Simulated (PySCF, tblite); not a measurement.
Isomers of C4H8SSi, one GFN2-xTB conformer each. Single-point energies are computed at PBE0/pcSseg-1 (PySCF, gas phase, no added dispersion term), electronic only.

```tsv
SMILES	GFN2-xTB relative energy (kcal/mol)
C=C[C@@H]1C[Si@H]1S	25.5
S=C1CC[SiH2]C1	0.0
```

Conformers: `[CH2:1]=[CH:2][C@@H:3]1[CH2:4][Si@H:5]1[SH:6]` with C1–C2–C3–C4 -151°, C4–Si5–S6–H 47°; `[S:1]=[C:2]1[CH2:3][CH2:4][SiH2:5][CH2:6]1` with S1–C2–C3–C4 130°, C2–C3–C4–Si5 31°, C3–C4–Si5–C6 -10°, C4–Si5–C6–C2 -14°.

Q: What does PBE0/pcSseg-1 give for the same structures?

A: 
```
             SMILES  PBE0/pcSseg-1 E (Eh)  PBE0/pcSseg-1 (kcal/mol)  GFN2-xTB (kcal/mol)  point group
     S=C1CC[SiH2]C1            -844.41008                       0.0                  0.0           C1
C=C[C@@H]1C[Si@H]1S            -844.38433                      16.2                 25.5           C1
```

Both levels put the same isomer lowest. As drawn, the lower has a C=S bond, which the higher lacks; the higher has a three-membered ring, an S–H bond and a C=C bond outside aromatic rings, which the lower lacks.

Q: Which frontier levels, dipoles and rotational constants go with these structures?

A: 
| SMILES | HOMO (eV, PBE0/pcSseg-1) | LUMO (eV) | dipole (D) | A, B, C (MHz) |
| --- | --- | --- | --- | --- |
| S=C1CC[SiH2]C1 | -6.18 | -1.91 | 3.03 | 4774, 1544, 1281 |
| C=C[C@@H]1C[Si@H]1S | -6.29 | -0.23 | 0.90 | 5420, 1092, 1012 |

Q: What happens when harmonic zero-point energies from GFN2-xTB frequencies are added?

A: 
```tsv
SMILES	ZPE (kcal/mol)	electronic (kcal/mol)	with ZPE (kcal/mol)
S=C1CC[SiH2]C1	65.9	0.0	0.0
C=C[C@@H]1C[Si@H]1S	64.0	16.2	14.3
```

The zero-point energies span 1.9 kcal/mol. The order is unchanged.
